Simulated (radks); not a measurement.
F III, 7 electrons, occupied as [He] 2s2 2p3. Method: scalar-relativistic Kohn-Sham, PBEsol, spin-polarised, spherical densities, finite nucleus; open shells are filled with parallel spins first; Fermi nuclear charge, rms radius 2.8976 fm; computed with a radial shooting solver on a logarithmic mesh with Libxc functionals.

Radial electron density D(r) = 4 pi r^2 rho(r):

```
   r/bohr * D(r) (the largest magnitude, 9.72, reaches the edge; | marks zero)
 0.005566 |*
 0.006176 |*
 0.006853 |*
 0.007543 | *
  0.00837 | *
 0.009287 | *
  0.01031 |  *
  0.01134 |  *
  0.01259 |   *
  0.01397 |    *
   0.0155 |     *
  0.01706 |      *
  0.01893 |       *
    0.021 |         *
   0.0233 |           *
  0.02565 |            *
  0.02846 |               *
  0.03158 |                 *
  0.03505 |                    *
  0.03858 |                       *
   0.0428 |                          *
   0.0475 |                              *
   0.0527 |                                  *
  0.05848 |                                      *
  0.06437 |                                         *
  0.07142 |                                             *
  0.07925 |                                                *
  0.08794 |                                                   *
   0.0968 |                                                     *
   0.1074 |                                                      *
   0.1192 |                                                      *
   0.1322 |                                                     *
   0.1456 |                                                   *
   0.1615 |                                                *
   0.1792 |                                            *
   0.1989 |                                       *
   0.2189 |                                   *
   0.2429 |                              *
   0.2695 |                          *
   0.2991 |                       *
   0.3292 |                     *
   0.3653 |                     *
   0.4053 |                     *
   0.4497 |                       *
    0.499 |                         *
   0.5493 |                           *
   0.6095 |                             *
   0.6763 |                              *
   0.7504 |                             *
    0.826 |                            *
   0.9166 |                         *
    1.017 |                     *
    1.128 |                 *
    1.242 |             *
    1.378 |         *
    1.529 |      *
    1.697 |   *
    1.868 |  *
    2.073 |*
      2.3 |*
    2.552 *
    2.809 *
    3.117 *
    3.459 *
```

D(r) has 2 maxima, at r = 0.115, 0.687 bohr, and minima at 0.362 bohr, inside which lie 2.20 electrons.
